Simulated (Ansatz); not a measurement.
In(NH2Me)H3 (CH₈InN). Total charge 0; singlet. Geometry relaxed at PBE0-D4/def2-SVP.

```xyz
11

In    1.1563    1.4304    0.0065
N     0.1695   -0.7312    0.2268
C    -1.2310   -0.7874   -0.1834
H     0.2758   -1.0147    1.2008
H     0.7359   -1.3794   -0.3204
H    -1.6771   -1.7906   -0.0781
H    -1.8136   -0.0770    0.4199
H    -1.3135   -0.4730   -1.2333
H     0.0483    2.2504    1.0765
H     0.9099    1.5723   -1.7151
H     2.7396    1.0003    0.5996
```

In the def2 sets In takes a core potential; there is no spin–orbit coupling.

(1) Estimate the harmonic wavenumbers at RKS PBE0-D4/def2-SVP (Ansatz, unscaled). Is this a minimum?

Answers

(1) 57, 141, 183, 284, 347, 404, 583, 614, 619, 633, 989, 997, 1096, 1203, 1329, 1445, 1478, 1487, 1629, 1740, 1742, 1757, 3052, 3150, 3180, 3534, 3610 cm⁻¹. Yes, no mode is imaginary beyond noise. Zero-point energy 223.0 kJ/mol. It took 5.2 min on 4 threads of Intel Xeon on a shared host.
